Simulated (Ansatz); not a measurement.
Basis-set extrapolation for `S[SiH]1C=C1` (PBE0-D4/def2-TZVP geometry, frozen core, the Gaussian-basis code of Ansatz). Multiplicity 1, RHF reference.

```csv
,def2-TZVPP,def2-QZVPP
HF,-764.539735,-764.563391
MP2 correlation,-0.604220,-0.649032
CCSD(T) correlation,-0.677062,not run
```

Energies in hartree. Use E(X) = E(∞) + A·exp(−7.88·√X) for Hartree–Fock and E(X) = E(∞) + B·X^(−2.97) for correlation, with X = 3 and 4, and add CCSD(T) minus MP2 of the smaller set to the MP2 limit.

Q: What is the CCSD(T) energy at the basis-set limit?

A: HF limit: -764.563391 + (-0.023656) × 0.13774 = -764.56665. MP2 limit: -0.649032 + (-0.044812) × 0.74074 = -0.68223. Higher-order term: -0.677062 − (-0.604220) = -0.07284. Total: -765.32172 hartree, 65.8 kcal/mol below CCSD(T)/def2-TZVPP.
